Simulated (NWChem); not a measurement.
System: CH₃ClOTe; SMILES CO[Te]Cl

The following NWChem deck was run.

```
start job
memory heap 200 mb stack 900 mb global 1100 mb
geometry units angstroms noautoz
  Te     0.655630    -0.009051     0.019012
  Cl    -0.973609    -1.737786    -0.067222
  O     -0.500183     1.480961     0.607950
  C     -1.405664     2.031725    -0.321671
  H     -2.195962     1.311829    -0.596442
  H     -1.878256     2.895577     0.171702
  H     -0.909241     2.378353    -1.245535
end
basis spherical
  * library def2-svp
end
ecp
  Te library def2-ecp
end
dft
  xc becke88 perdew86
  iterations 150
  mulliken
end
task dft energy
```

NWChem printed, in part:

```
             Northwest Computational Chemistry Package (NWChem) 7.3.0
             --------------------------------------------------------

 C1  symmetry detected

                             Geometry "geometry" -> ""
                             -------------------------

 Output coordinates in angstroms (scale by  1.889725989 to convert to a.u.)

  No.       Tag          Charge          X              Y              Z
 ---- ---------------- ---------- -------------- -------------- --------------
    1 Te                  52.0000     0.65382546     0.00575041    -0.02761277
    2 Cl                  17.0000    -0.91607017    -1.77798783     0.03631148
    3 O                    8.0000    -0.52188366     1.47858867     0.56512913
    4 C                    6.0000    -1.49248786     1.96233835    -0.33561821
    5 H                    1.0000    -2.27007688     1.20650135    -0.54149687
    6 H                    1.0000    -1.96922330     2.82870612     0.14928446
    7 H                    1.0000    -1.05643416     2.28882461    -1.29654243

 Effective nuclear repulsion energy (a.u.)     465.5325889484

 Summary of "ao basis" -> "ao basis" (spherical)
 ------------------------------------------------------------------------------
       Tag                 Description            Shells   Functions and Types
 ---------------- ------------------------------  ------  ---------------------
 Te                         def2-svp                10       26   4s4p2d
 Cl                         def2-svp                 8       18   4s3p1d
 O                          def2-svp                 6       14   3s2p1d
 C                          def2-svp                 6       14   3s2p1d
 H                          def2-svp                 3        5   2s1p

            General Information
            -------------------
          SCF calculation type: DFT
          Wavefunction type:  closed shell.
          No. of atoms     :     7
          No. of electrons :    58
           Alpha electrons :    29
            Beta electrons :    29
          Charge           :     0
          Spin multiplicity:     1
          Use of symmetry is: off; symmetry adaption is: off
          Maximum number of iterations: 150
          AO basis - number of functions:    87
                     number of shells:    39
          Convergence on energy requested:  1.00D-06
          Convergence on density requested:  1.00D-05
          Convergence on gradient requested:  5.00D-04

              XC Information
              --------------
                    Becke 1988 Exchange Functional  1.000
                Perdew 1981 Correlation Functional  1.000 local
                Perdew 1986 Correlation Functional  1.000 non-local

             Grid Information
             ----------------
          Grid used for XC integration:  medium
          Radial quadrature: Mura-Knowles
          Angular quadrature: Lebedev.
          Tag              B.-S. Rad. Rad. Pts. Rad. Cut. Ang. Pts.
          ---              ---------- --------- --------- ---------
          Te                  1.40      123          11.0       590
          Cl                  1.00       88          12.0       590
          O                   0.60       49           9.0       434
          C                   0.70       49          10.0       434
          H                   0.35       45          11.0       434
          Grid pruning is: on
          Number of quadrature shells:   444
          Spatial weights used:  Erf1

      Superposition of Atomic Density Guess
      -------------------------------------

 Sum of atomic energies:        -884.36103903

      Non-variational initial energy
      ------------------------------

 Total energy =    -841.088041
 1-e energy   =   -1766.994904
 2-e energy   =     669.995153
 HOMO         =      -0.208624
 LUMO         =      -0.056715

     ---------------------------------------------
      Total Density - Mulliken Population Analysis
     ---------------------------------------------

    Atom       Charge   Shell Charges
 -----------   ------   -------------------------------------------------------
    1 Te  24    23.12   1.77  0.27  1.22  0.63  2.91  3.12  1.59  1.51  9.85  0.25
    2 Cl  17    17.41   2.00  1.99  1.23  0.73  5.94  2.11  3.39  0.01
    3 O    8     8.78   1.99  1.10  0.73  2.94  2.02  0.01
    4 C    6     5.88   1.99  0.92  0.21  1.85  0.86  0.05
    5 H    1     0.94   0.69  0.22  0.02
    6 H    1     0.93   0.69  0.22  0.02
    7 H    1     0.94   0.69  0.22  0.02

   convergence    iter        energy       DeltaE   RMS-Dens  Diis-err
 ---------------- ----- ----------------- --------- --------- ---------
 d= 0,ls=0.0,diis     1   -843.2052272088 -1.10D+03  2.53D-02  6.20D-01
 d= 0,ls=0.0,diis     2   -842.8176914229  3.88D-01  1.85D-02  3.85D+00
 d= 0,ls=0.0,diis     3   -843.2383021696 -4.21D-01  8.28D-03  3.62D-01
 d= 0,ls=0.0,diis     4   -843.2706325543 -3.23D-02  4.05D-03  9.25D-02
 d= 0,ls=0.0,diis     5   -843.2840353807 -1.34D-02  1.13D-03  7.66D-03
  Resetting Diis
 d= 0,ls=0.0,diis     6   -843.2852609915 -1.23D-03  1.92D-04  3.80D-04
 d= 0,ls=0.0,diis     7   -843.2853118413 -5.08D-05  1.85D-04  3.75D-05
 d= 0,ls=0.0,diis     8   -843.2852912595  2.06D-05  1.40D-04  1.91D-04
 d= 0,ls=0.0,diis     9   -843.2853149708 -2.37D-05  3.22D-05  2.16D-05
 d= 0,ls=0.0,diis    10   -843.2853172042 -2.23D-06  4.34D-06  1.60D-07
 d= 0,ls=0.0,diis    11   -843.2853171912  1.30D-08  1.17D-06  7.13D-09

         Total DFT energy =     -843.285317191152
      One electron energy =    -1768.810090324237
           Coulomb energy =      733.935621928219
    Exchange-Corr. energy =      -64.322559388627
 Nuclear repulsion energy =      255.911710593493

 Numeric. integr. density =       57.999973181914

                       DFT Final Molecular Orbital Analysis
                       ------------------------------------

 Vector   27  Occ=2.000000D+00  E=-2.748761D-01
              MO Center= -7.9D-01, -2.8D-01,  1.5D-01, r^2= 4.4D+00
   Bfn.  Coefficient  Atom+Function         Bfn.  Coefficient  Atom+Function
  ----- ------------  ---------------      ----- ------------  ---------------
    37      0.383105  2 Cl px                38     -0.307681  2 Cl py
    34      0.278624  2 Cl px                50     -0.259800  3 O  pz
    35     -0.228787  2 Cl py                49     -0.225399  3 O  py
    53     -0.202043  3 O  pz                52     -0.165425  3 O  py
    31      0.162841  2 Cl px                78      0.157491  6 H  s

 Vector   28  Occ=2.000000D+00  E=-2.563713D-01
              MO Center= -7.9D-01,  1.1D+00,  1.8D-01, r^2= 2.7D+00
   Bfn.  Coefficient  Atom+Function         Bfn.  Coefficient  Atom+Function
  ----- ------------  ---------------      ----- ------------  ---------------
    48      0.358414  3 O  px                49      0.333710  3 O  py
    51      0.270108  3 O  px                52      0.248683  3 O  py
    73      0.205062  5 H  s                 50     -0.202232  3 O  pz
    83     -0.195289  7 H  s                 38      0.168327  2 Cl py
    53     -0.154789  3 O  pz                39      0.141012  2 Cl pz

 Vector   29  Occ=2.000000D+00  E=-1.909562D-01
              MO Center=  3.7D-01, -1.5D-01, -2.2D-02, r^2= 3.1D+00
   Bfn.  Coefficient  Atom+Function         Bfn.  Coefficient  Atom+Function
  ----- ------------  ---------------      ----- ------------  ---------------
    13      0.561347  1 Te pz                16      0.475224  1 Te pz
    39     -0.294544  2 Cl pz                10     -0.213446  1 Te pz
    36     -0.200155  2 Cl pz                50     -0.170599  3 O  pz
     7     -0.165892  1 Te pz                14      0.137413  1 Te px
    53     -0.129240  3 O  pz                11      0.118423  1 Te px

 Vector   30  Occ=0.000000D+00  E=-1.149958D-01
              MO Center=  3.4D-01, -2.6D-01, -2.2D-02, r^2= 3.6D+00
   Bfn.  Coefficient  Atom+Function         Bfn.  Coefficient  Atom+Function
  ----- ------------  ---------------      ----- ------------  ---------------
    15      0.540721  1 Te py                12      0.478854  1 Te py
    37      0.365658  2 Cl px                38      0.335571  2 Cl py
    14      0.302453  1 Te px                11      0.288103  1 Te px
    30      0.231554  2 Cl s                  3     -0.228357  1 Te s
    34      0.212044  2 Cl px                35      0.183786  2 Cl py

 Vector   31  Occ=0.000000D+00  E=-9.545759D-02
              MO Center=  3.0D-01,  1.1D-01,  4.1D-02, r^2= 3.4D+00
   Bfn.  Coefficient  Atom+Function         Bfn.  Coefficient  Atom+Function
  ----- ------------  ---------------      ----- ------------  ---------------
    14      0.520907  1 Te px                47      0.410739  3 O  s
    11      0.405046  1 Te px                15     -0.369558  1 Te py
     3     -0.334906  1 Te s                 49     -0.273430  3 O  py
    38      0.255347  2 Cl py                52     -0.255450  3 O  py
    12     -0.231782  1 Te py                16     -0.191696  1 Te pz

 Vector   32  Occ=0.000000D+00  E= 5.636192D-02
              MO Center= -1.7D+00,  2.1D+00, -6.1D-01, r^2= 4.7D+00
   Bfn.  Coefficient  Atom+Function         Bfn.  Coefficient  Atom+Function
  ----- ------------  ---------------      ----- ------------  ---------------
    61      2.272143  4 C  s                 79     -1.193798  6 H  s
    84     -1.171566  7 H  s                 74     -1.063682  5 H  s
     3      0.354543  1 Te s                 65     -0.341304  4 C  px
    60      0.302841  4 C  s                 67     -0.287240  4 C  pz
     4     -0.270085  1 Te s                 66      0.235878  4 C  py

     ---------------------------------------------
      Total Density - Mulliken Population Analysis
     ---------------------------------------------

[...]
```

Level: BP86/def2-SVP with def2 effective core potentials on Te. Geometry: optimised at PBE0/def2-SVP. def2 effective core potentials on Te; no spin-orbit coupling.
